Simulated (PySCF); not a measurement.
# Computed records: Al2BH4N

All values are calculated (PySCF 2.14.0). Calculation on a computer-drawn molecule: optimised geometry and harmonic frequencies of an isolated molecule of the commonest isotopes, restricted reference for singlets and unrestricted otherwise, frozen core in MP2.

Entry: Al2BH4N

Start structure:
```xyz
8
Al2BH4N
B      1.1224    -1.4116    -0.4097
Al     0.1962     0.4201    -0.4206
N     -0.4826     0.8213     1.1312
Al    -0.1196     1.1359     2.8513
H      0.5528    -2.4596    -0.4197
H      2.2217    -1.5534     0.0007
H      0.0086     1.4893    -1.5349
H     -1.4723     0.9269     1.0423
```

- charge: 0
- multiplicity: 1
- method: HF
- basis: cc-pV(D+d)Z
- rotational constants: ?
- total energy: ?

Drawn bonds:
```tsv
atom	other atom	order
1	2	1
2	3	1
3	4	1
1	5	1
1	6	1
2	7	1
3	8	1
```

## Withheld values
1. Give the missing rotational constants for Al2BH4N.
2. Give the missing total energy for Al2BH4N.

## Answers
1. 8.493, 2.374, 1.884 GHz
2. -565.3151 hartree

Further results for Al2BH4N:

- convergence status largest gradient component: 3.637e-05 hartree/bohr

Optimised structure:
```xyz
8
Al2BH4N
B      1.2216    -1.4757    -0.3075
Al     0.0636     0.3410    -0.3216
N     -0.5809     1.0404     1.2034
Al    -0.4676     0.5130     2.9273
H      0.7242    -2.5672    -0.4258
H      2.4224    -1.4840    -0.2053
H     -0.2504     1.1075    -1.6777
H     -1.1058     1.8939     1.0479
```

Modes:
```tsv
frequency (cm⁻¹)	reduced mass (dalton)
85.75	5.282
91.24	1.362
153.1	1.926
231.1	5.594
361	1.076
535.7	5.587
550.1	1.177
580.5	1.816
634.5	1.385
703.9	1.873
862.9	2.848
904.9	1.385
1026	1.576
1251	1.131
1948	1.042
2639	1.055
2702	1.119
3676	1.073
```
